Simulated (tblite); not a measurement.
A geometry optimisation, step by step.

Species: C₂H₁₁FSeSi₃.
Bonds: F1–Si2, Si2–Se3, Se3–C4, C4–C5, C5–Si6, C5–Si7. Hydrogens: H8, H9 on Si2; H10, H11 on C4; H12 on C5; H13, H14, H15 on Si6; H16, H17, H18 on Si7.

Computed with GFN2-xTB (tblite), gas phase: L-BFGS steps from a force-field or distance-geometry start until the largest atomic force falls under 0.01 eV/Å. 4 of its 207 geometries are shown.

Step 0: E = -627.1455 eV, largest atomic force 1.845 eV/Å
```
atom  x, y, z in Å  |  force x, y, z in eV/Å
F1      3.893   -1.329   -1.310   -0.700   1.448   0.904
Si2     3.292   -0.023   -0.414    0.950  -1.167  -0.053
Se3     1.627   -0.606    1.017    0.796  -0.027   0.403
C4      0.062   -1.036   -0.050   -0.756  -0.967  -0.019
C5     -1.097   -0.107    0.241    0.223  -0.230  -0.351
Si6    -2.517   -0.655   -0.854   -0.978  -0.310   0.041
Si7    -0.698    1.654   -0.263   -0.122   1.152   0.560
H8      4.413    0.454    0.434   -0.426  -0.345  -0.380
H9      2.812    0.967   -1.335   -0.030   0.056  -0.442
H10    -0.259   -2.077    0.248    0.604   0.723  -0.371
H11     0.326   -1.028   -1.119    0.022  -0.065   0.401
H12    -1.394   -0.195    1.286    0.196   0.086   0.042
H13    -3.732   -0.474   -0.029    0.134  -0.057  -0.339
H14    -2.296   -2.062   -1.172   -0.159  -0.105  -0.132
H15    -2.530    0.174   -2.063   -0.144  -0.312  -0.051
H16    -0.704    2.466    0.977    0.119  -0.075  -0.340
H17    -1.776    2.122   -1.156    0.261   0.189   0.144
H18     0.569    1.761   -0.980    0.009   0.006  -0.019
```

Step 69: E = -627.6775 eV, largest atomic force 0.045 eV/Å
```
atom  x, y, z in Å  |  force x, y, z in eV/Å
F1      3.439   -1.519   -1.183   -0.007   0.017   0.010
Si2     3.325   -0.146   -0.349   -0.003   0.022  -0.014
Se3     1.670   -0.322    1.173   -0.030  -0.014  -0.015
C4      0.189   -0.819   -0.090   -0.013   0.000  -0.002
C5     -1.102   -0.071    0.144   -0.016   0.028   0.002
Si6    -2.457   -0.826   -0.973   -0.001  -0.006  -0.004
Si7    -0.904    1.812   -0.093   -0.007   0.044  -0.003
H8      4.590    0.013    0.339   -0.014  -0.011  -0.003
H9      2.989    0.829   -1.376    0.017  -0.004   0.002
H10     0.066   -1.895    0.039    0.019  -0.014   0.006
H11     0.575   -0.627   -1.092    0.020  -0.026   0.008
H12    -1.412   -0.232    1.182   -0.004  -0.029   0.001
H13    -3.719   -0.134   -0.715    0.013  -0.018  -0.002
H14    -2.601   -2.255   -0.673    0.008   0.028   0.001
H15    -2.067   -0.672   -2.377   -0.005   0.002   0.017
H16    -0.173    2.405    1.026    0.023  -0.005  -0.003
H17    -2.233    2.416   -0.175   -0.022  -0.005   0.012
H18    -0.183    2.051   -1.347    0.022  -0.009  -0.013
```

Step 137: E = -627.7053 eV, largest atomic force 0.056 eV/Å
```
atom  x, y, z in Å  |  force x, y, z in eV/Å
F1      2.941   -0.786   -1.549    0.016   0.027  -0.002
Si2     3.147    0.106   -0.222    0.025  -0.002  -0.044
Se3     1.642   -0.609    1.297   -0.023  -0.009   0.002
C4      0.130   -1.036    0.049    0.036   0.012   0.032
C5     -1.054   -0.102    0.131    0.006   0.022   0.006
Si6    -2.442   -0.824   -0.966    0.001  -0.044  -0.035
Si7    -0.666    1.713   -0.316    0.018   0.005  -0.025
H8      4.488   -0.198    0.236   -0.013   0.004   0.010
H9      2.899    1.458   -0.697    0.009   0.006   0.006
H10    -0.153   -2.052    0.329    0.021  -0.032   0.011
H11     0.567   -1.062   -0.948   -0.023   0.008  -0.010
H12    -1.418   -0.109    1.164    0.003  -0.001   0.013
H13    -3.711   -0.199   -0.609   -0.037   0.033   0.008
H14    -2.529   -2.275   -0.766   -0.016   0.036   0.023
H15    -2.113   -0.564   -2.367   -0.010  -0.012  -0.040
H16     0.386    2.269    0.539   -0.016  -0.014   0.027
H17    -1.895    2.485   -0.133   -0.005  -0.003   0.002
H18    -0.226    1.791   -1.713    0.009  -0.035   0.016
```

Step 206: E = -627.7345 eV, largest atomic force 0.007 eV/Å
```
atom  x, y, z in Å  |  force x, y, z in eV/Å
F1      2.627   -0.116   -1.689   -0.002  -0.002  -0.006
Si2     3.102    0.246   -0.195    0.001  -0.004   0.004
Se3     1.667   -0.742    1.244    0.002   0.004   0.002
C4      0.118   -1.131    0.034    0.001   0.001   0.000
C5     -1.030   -0.152    0.119   -0.001   0.002  -0.006
Si6    -2.477   -0.839   -0.924   -0.006   0.003   0.001
Si7    -0.564    1.631   -0.377   -0.002   0.002   0.000
H8      4.418   -0.354   -0.073    0.003  -0.003   0.001
H9      3.053    1.698   -0.161    0.000   0.005   0.000
H10    -0.188   -2.134    0.339   -0.005  -0.001  -0.002
H11     0.533   -1.186   -0.971    0.001   0.001  -0.001
H12    -1.373   -0.119    1.160   -0.001  -0.005  -0.005
H13    -3.633    0.042   -0.771    0.003  -0.001   0.003
H14    -2.817   -2.184   -0.451    0.003   0.001   0.001
H15    -2.075   -0.913   -2.329    0.004   0.000   0.003
H16     0.342    2.217    0.617   -0.006   0.003  -0.002
H17    -1.793    2.424   -0.421    0.003   0.000   0.003
H18     0.081    1.615   -1.692    0.001  -0.005   0.003
```

Question: Summarise the path.

Answer: The energy falls by 13.58 kcal/mol from step 0 to step 206; nine tenths of that is first reached at step 66. It falls at every step. The largest force goes from 1.845 to 0.007 eV/Å. Among the bonds F1–Si2 changes most, from 1.694 to 1.609 Å; the atoms move by 0.828 Å rms after alignment.

Question: Follow the three bonds and two angles with the largest change from start to end.

Answer: 
| step | E above end (kcal/mol) | largest force (eV/Å) | F1–Si2 (Å) | Se3–C4 (Å) | C5–Si6 (Å) | Si2–Se3–C4 (°) | Si6–C5–Si7 (°) |
| --- | --- | --- | --- | --- | --- | --- | --- |
| 0 | 13.58 | 1.845 | 1.694 | 1.942 | 1.875 | 107.6 | 106.2 |
| 9 | 4.76 | 0.237 | 1.610 | 1.999 | 1.920 | 104.7 | 110.6 |
| 18 | 3.87 | 0.121 | 1.611 | 2.005 | 1.925 | 103.3 | 112.6 |
| 27 | 3.33 | 0.147 | 1.609 | 1.994 | 1.915 | 101.5 | 115.4 |
| 36 | 2.95 | 0.138 | 1.608 | 1.997 | 1.914 | 100.0 | 115.0 |
| 45 | 2.24 | 0.150 | 1.611 | 2.006 | 1.906 | 98.1 | 113.3 |
| 54 | 1.66 | 0.118 | 1.610 | 2.004 | 1.908 | 97.1 | 113.2 |
| 63 | 1.38 | 0.065 | 1.610 | 2.006 | 1.911 | 97.6 | 113.0 |
| 72 | 1.29 | 0.033 | 1.610 | 2.008 | 1.911 | 97.9 | 113.1 |
| 81 | 1.27 | 0.027 | 1.610 | 2.007 | 1.911 | 98.1 | 113.3 |
| 90 | 1.25 | 0.032 | 1.610 | 2.006 | 1.911 | 98.4 | 113.4 |
| 99 | 1.19 | 0.046 | 1.610 | 2.008 | 1.911 | 99.0 | 112.8 |
| 107 | 1.11 | 0.073 | 1.612 | 2.007 | 1.911 | 99.1 | 112.4 |
| 116 | 0.96 | 0.085 | 1.608 | 2.008 | 1.915 | 99.1 | 112.1 |
| 125 | 0.84 | 0.052 | 1.612 | 2.005 | 1.913 | 98.5 | 111.3 |
| 134 | 0.71 | 0.059 | 1.609 | 2.004 | 1.915 | 98.8 | 111.9 |
| 143 | 0.46 | 0.110 | 1.609 | 1.994 | 1.914 | 99.5 | 112.6 |
| 152 | 0.22 | 0.043 | 1.611 | 2.001 | 1.912 | 100.3 | 113.6 |
| 161 | 0.15 | 0.053 | 1.611 | 2.004 | 1.913 | 100.7 | 113.0 |
| 170 | 0.10 | 0.024 | 1.610 | 2.003 | 1.912 | 100.7 | 112.4 |
| 179 | 0.08 | 0.029 | 1.610 | 2.003 | 1.911 | 100.8 | 112.0 |
| 188 | 0.05 | 0.070 | 1.607 | 2.003 | 1.912 | 101.2 | 112.2 |
| 197 | 0.01 | 0.026 | 1.610 | 2.003 | 1.911 | 101.1 | 112.2 |
| 206 | 0.00 | 0.007 | 1.609 | 2.004 | 1.912 | 101.0 | 112.3 |

The cost below is that of the whole relaxation. The run took 1.8 s of wall time on one thread of an Arm Neoverse V2, no GPU, shared host with 96 logical CPUs at a one-minute load of 74.
